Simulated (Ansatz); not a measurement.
CH3BO2Se, relaxed with RKS PBE-D4/def2-SVP in Ansatz 0.2.0 from a rough embedded geometry. The force threshold is 0.03 eV/Å; the program also tests the step.

Total charge 0; spin multiplicity 1. The bonds changed during the relaxation, so this is another structure than the one it started from.

Start:

```xyz
8

O    -1.046   -0.981    0.703
C    -0.074   -0.126    0.298
O     1.137   -0.451    0.858
B     0.025    0.180   -1.186
Se   -0.482    1.699    0.218
H    -1.990   -0.558    0.486
H     1.801    0.310    0.789
H     0.630   -0.073   -2.166
```

```tsv
step	energy (eV)	largest force (eV/Å)	largest move (Å)
1	-71175.1936	3.004	0.000
2	-71176.2064	2.018	0.193
3	-71176.5822	2.015	0.195
4	-71176.8594	1.485	0.195
5	-71176.9955	1.547	0.172
6 (rejected)	-71176.8073	3.474	0.199
7	-71177.1108	0.240	0.065
8	-71177.1133	0.173	0.085
9	-71177.1183	0.103	0.034
10	-71177.1207	0.035	0.032
11	-71177.1391	0.175	0.195
12	-71177.1713	0.398	0.195
13	-71177.2358	0.434	0.195
14	-71177.3241	0.340	0.193
15	-71177.4169	0.379	0.191
16	-71177.5046	0.446	0.191
17	-71177.5481	0.697	0.190
18	-71177.5944	0.315	0.200
19	-71177.6184	0.239	0.085
20	-71177.6209	0.145	0.043
21	-71177.6250	0.068	0.020
22	-71177.6252	0.020	0.004
```

End:

```xyz
8

O    -0.784   -1.471    0.606
C    -0.032   -0.405    0.435
O     0.802   -0.170    1.374
B    -0.105    0.570   -0.831
Se    1.134    1.961   -0.671
H    -1.371   -1.538   -0.178
H     1.266    0.733    0.979
H    -0.909    0.320   -1.714
```

Hardware: 4 threads of a server CPU on a shared host. Wall time 29 s, peak host memory 0.17 GiB.
